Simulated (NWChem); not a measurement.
System: C2H4N2Si; SMILES C(#N)/N=C\[SiH3]

The following NWChem deck was run.

```
start job
memory heap 200 mb stack 900 mb global 1100 mb
geometry units angstroms noautosym nocenter noautoz
  N     -0.950558    -2.263485     0.000175
  C     -0.029733    -1.550582     0.000060
  N      1.096621    -0.838468     0.000108
  C      1.082993     0.445003    -0.000584
  Si    -0.466570     1.571893    -0.001890
  H      2.083443     0.909167    -0.000306
  H     -1.261367     1.282769     1.225783
  H      0.003331     2.985461    -0.008383
  H     -1.266887     1.272891    -1.223546
end
basis spherical
  N library pcsseg-1
  C library pcsseg-1
  Si library pcsseg-1
  H library pcsseg-1
end
dft
  xc xpbe96 cpbe96
  iterations 150
end
property
  shielding 8 1 2 3 4 5 6 7 8
end
task dft property
```

Parts of the log:

```
             Northwest Computational Chemistry Package (NWChem) 7.3.0
             --------------------------------------------------------

                             Geometry "geometry" -> ""
                             -------------------------

 Output coordinates in angstroms (scale by  1.889725989 to convert to a.u.)

  No.       Tag          Charge          X              Y              Z
 ---- ---------------- ---------- -------------- -------------- --------------
    1 N                    7.0000    -0.95055800    -2.26348500     0.00017500
    2 C                    6.0000    -0.02973300    -1.55058200     0.00006000
    3 N                    7.0000     1.09662100    -0.83846800     0.00010800
    4 C                    6.0000     1.08299300     0.44500300    -0.00058400
    5 Si                  14.0000    -0.46657000     1.57189300    -0.00189000
    6 H                    1.0000     2.08344300     0.90916700    -0.00030600
    7 H                    1.0000    -1.26136700     1.28276900     1.22578300
    8 H                    1.0000     0.00333100     2.98546100    -0.00838300
    9 H                    1.0000    -1.26688700     1.27289100    -1.22354600

 Effective nuclear repulsion energy (a.u.)     184.3604365130

  pbe96 is a nonlocal functional; adding pw91lda local functional.
                              NWChem Property Module
                              ----------------------

  itol2e modified to match energy
  convergence criterion.

                                 NWChem DFT Module
                                 -----------------

 Summary of "ao basis" -> "ao basis" (spherical)
 ------------------------------------------------------------------------------
       Tag                 Description            Shells   Functions and Types
 ---------------- ------------------------------  ------  ---------------------
 N                          pcsseg-1                 7       17   3s3p1d
 C                          pcsseg-1                 7       17   3s3p1d
 Si                         pcsseg-1                10       24   4s5p1d
 H                          pcsseg-1                 3        5   2s1p

  itol2e modified to match energy
  convergence criterion.

            General Information
            -------------------
          SCF calculation type: DFT
          Wavefunction type:  closed shell.
          No. of atoms     :     9
          No. of electrons :    44
           Alpha electrons :    22
            Beta electrons :    22
          Charge           :     0
          Spin multiplicity:     1
          Use of symmetry is: off; symmetry adaption is: off
          Maximum number of iterations: 150
          AO basis - number of functions:   112
                     number of shells:    50
          Convergence on energy requested:  1.00D-07
          Convergence on density requested:  1.00D-05
          Convergence on gradient requested:  5.00D-04

              XC Information
              --------------
          PerdewBurkeErnzerhof Exchange Functional  1.000
            Perdew 1991 LDA Correlation Functional  1.000 local
           PerdewBurkeErnz. Correlation Functional  1.000 non-local

             Grid Information
             ----------------
          Grid used for XC integration:  fine
          Radial quadrature: Mura-Knowles
          Angular quadrature: Lebedev.
          Tag              B.-S. Rad. Rad. Pts. Rad. Cut. Ang. Pts.
          ---              ---------- --------- --------- ---------
          N                   0.65       70          13.0       590
          C                   0.70       70          12.0       590
          Si                  1.10      123          10.0       770
          H                   0.35       60          12.0       590
          Grid pruning is: on
          Number of quadrature shells:   643
          Spatial weights used:  Erf1

      Superposition of Atomic Density Guess
      -------------------------------------

 Sum of atomic energies:        -474.68572021

      Non-variational initial energy
      ------------------------------

[...]

          -----------------------------------------
          Chemical Shielding Tensors (GIAO, in ppm)
          -----------------------------------------

                                NWChem CPHF Module
                                ------------------

  scftype          =     RHF
  nclosed          =       22
  nopen            =        0
  variables        =     1980
  # of vectors     =        3
  tolerance        = 0.10D-03
  level shift      = 0.00D+00
  max iterations   =       50
  max subspace     =       30

 SCF residual:    4.2326201154922462E-004

Iterative solution of linear equations
  No. of variables     1980
  No. of equations        3
  Maximum subspace       30
        Iterations       50
       Convergence  1.0D-04

   iter   nsub   residual    time
   ----  ------  --------  ---------
     1      3    5.67D-04     139.1
     2      6    1.20D-07     144.1

      Atom:    1  N
        Diamagnetic
    339.1717      4.7991     -0.0013
      4.7991    337.8301     -0.0016
     -0.0013     -0.0016    333.7217

        Paramagnetic
   -366.4157     81.1768      0.1005
     81.1768   -461.2614      0.0869
      0.1005      0.0869   -436.4041

        Total Shielding Tensor
    -27.2440     85.9759      0.0992
     85.9759   -123.4313      0.0853
      0.0992      0.0853   -102.6825

           isotropic =     -84.4526
          anisotropy =    -134.0975

          Principal Components and Axis System
                 1           2           3
             -173.8509   -102.6826     23.1757

      1        -0.5059     -0.0010      0.8626
      2         0.8626     -0.0002      0.5059
      3        -0.0003      1.0000      0.0010

      Atom:    2  C
        Diamagnetic
    272.9777     21.1512     -0.0014
     21.1512    261.0200     -0.0031
     -0.0014     -0.0031    242.2576

        Paramagnetic
   -127.8604    134.8727     -0.0302
    134.8727   -176.2313     -0.0184
     -0.0302     -0.0184   -295.5664

        Total Shielding Tensor
    145.1172    156.0240     -0.0316
    156.0240     84.7887     -0.0215
     -0.0316     -0.0215    -53.3088

           isotropic =      58.8657
          anisotropy =     322.5005

          Principal Components and Axis System
                 1           2           3
              273.8660    -53.3088    -43.9601

      1         0.7713      0.0003     -0.6365
      2         0.6365     -0.0002      0.7713
      3        -0.0001      1.0000      0.0004

      Atom:    3  N
        Diamagnetic
    328.3037     13.0276     -0.0044
     13.0276    341.5890     -0.0106
     -0.0044     -0.0106    317.6658

        Paramagnetic
   -610.0462   -259.2968     -0.0347
   -259.2968   -729.6295      0.2350
     -0.0347      0.2350   -110.5354

        Total Shielding Tensor
   -281.7424   -246.2692     -0.0391
   -246.2692   -388.0405      0.2244
     -0.0391      0.2244    207.1304

           isotropic =    -154.2175
          anisotropy =    -648.9197

          Principal Components and Axis System
                 1           2           3
             -586.8307    207.1305    -82.9525

      1         0.6281     -0.0003      0.7781
      2         0.7781      0.0005     -0.6281
      3        -0.0002      1.0000      0.0006

      Atom:    4  C
        Diamagnetic
    256.7735     -5.2831      0.0109
     -5.2831    270.0286     -0.0186
      0.0109     -0.0186    240.9302

        Paramagnetic
   -373.7221    -74.2475     -0.0912
    -74.2475   -382.5373      0.0943
     -0.0912      0.0943   -108.2079

        Total Shielding Tensor
   -116.9487    -79.5306     -0.0803
    -79.5306   -112.5087      0.0757
     -0.0803      0.0757    132.7224

           isotropic =     -32.2450
          anisotropy =    -243.0679

          Principal Components and Axis System
                 1           2           3
             -194.2903    132.7224    -35.1672

      1         0.7169     -0.0005     -0.6972
      2         0.6972      0.0005      0.7169
      3         0.0000      1.0000     -0.0007

      Atom:    5  Si
        Diamagnetic
    882.0548     -3.5306      0.0035
     -3.5306    883.2082     -0.0062
      0.0035     -0.0062    877.3820

        Paramagnetic
   -450.2192     -7.4420      0.1027
     -7.4420   -445.3399     -0.1048
      0.1027     -0.1048   -477.1493

        Total Shielding Tensor
    431.8356    -10.9725      0.1061
    -10.9725    437.8683     -0.1110
      0.1061     -0.1110    400.2327

           isotropic =     423.3122
          anisotropy =      34.3798

          Principal Components and Axis System
                 1           2           3
              446.2321    423.4724    400.2322

      1        -0.6062      0.7953     -0.0026
      2         0.7953      0.6062      0.0022
      3        -0.0033      0.0007      1.0000

      Atom:    6  H
        Diamagnetic
     38.3476      6.5074      0.0053
      6.5074     30.0036     -0.0014
      0.0053     -0.0014     21.9902

        Paramagnetic
    -16.2922    -11.8080     -0.0031
    -11.8080     -8.7894     -0.0024
     -0.0031     -0.0024     -0.3337

        Total Shielding Tensor
     22.0554     -5.3006      0.0021
     -5.3006     21.2142     -0.0038
      0.0021     -0.0038     21.6565

           isotropic =      21.6420
          anisotropy =       7.9651

          Principal Components and Axis System
                 1           2           3
               26.9521     21.6565     16.3175

      1         0.7345     -0.0008      0.6786
      2        -0.6786      0.0003      0.7345
      3         0.0008      1.0000      0.0003

      Atom:    7  H
        Diamagnetic
     28.1191     -0.6973     -6.9697
     -0.6973     24.5162     -0.6412
     -6.9697     -0.6412     30.4521

        Paramagnetic
     -1.7841      0.5727      3.7347
      0.5727      1.2219      0.2449
      3.7347      0.2449     -2.1646

[...]
```

Level: PBE/pcSseg-1, GIAO. All runs use the structure optimised with PBE0/def2-SVP. The printed shielding anisotropy is the first printed principal value minus the mean of the other two.
